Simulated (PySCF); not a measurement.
Species: CH7NSSi.
Structure used (GFN2-xTB), in Å, numbered top down from 1:
```xyz
11
CH7NSSi angstrom
C     -2.125   -0.128    0.062
S     -0.712    0.927    0.502
Si     0.869   -0.261   -0.330
N      2.284    0.556    0.171
H     -2.174   -0.246   -1.016
H     -2.021   -1.096    0.543
H     -3.018    0.371    0.421
H      0.850   -1.587    0.279
H      0.615   -0.354   -1.772
H      3.180    0.273   -0.186
H      2.257    1.548    0.340
```

The calculation used TDDFT wB97X-D/def2-SVPD, vertical, gas phase, core orbitals frozen in the response in PySCF 2.14.0, density-fitted response routines.

Frontier orbitals with the atoms that hold most of them (Löwdin shares over 4%, at most four atoms; ? is withheld):

| orbital | ε (eV) | atoms |
| --- | --- | --- |
| LUMO+2 | 2.45 | S2 44%, Si3 18%, H9 8%, H8 7% |
| LUMO+1 | 2.27 | Si3 31%, S2 30%, C1 9%, N4 5% |
| LUMO | ? | ? |
| HOMO | -8.51 | ? |
| HOMO-1 | -9.53 | N4 61%, Si3 14%, H9 8%, H11 6% |
| HOMO-2 | -10.26 | S2 59%, Si3 16%, C1 10% |
| HOMO-3 | -12.16 | S2 28%, C1 20%, Si3 18%, N4 12% |

(1) Which atoms hold the HOMO, and with what shares?

(2) Which atoms hold the LUMO, and with what shares?

(3) What is the LUMO energy, and the HOMO–LUMO gap?

## Answers

(1) S2 (bonded to C and Si) 72%; C1 (bonded to S and 3 H) 10%; Si3 (bonded to N, S and 2 H) 9%.

(2) S2 (bonded to C and Si) 31%; Si3 (bonded to N, S and 2 H) 26%; H9 (bonded to Si) 7%; H8 (bonded to Si) 7%. By element: sulfur 31%, silicon 26%, hydrogen 15% or more.

(3) ε(LUMO) = 1.50 eV; the gap is 10.01 eV (0.3678 hartree).

Question: How does S1 compare with the orbital gap of 10.01 eV?

Answer: S1 is at 5.40 eV (f = 0.0019), 4.61 eV below the gap, made of HOMO→LUMO (85%). 

Question: One configuration dominates each of S1 and S8. Which, and how do the shares of the two leading atoms of either orbital change from the occupied to the empty one?

Answer: 
- S1 (5.40 eV, f 0.0019), HOMO→LUMO (85%): S2 72% → 31%, C1 10% → at most 8%, Si3 9% → 26%
- S8 (7.40 eV, f 0.044), HOMO-2→LUMO (76%): S2 59% → 31%, Si3 16% → 26%

Löwdin shares depend on the basis, the more so with diffuse functions.

One conformer stands for the species.
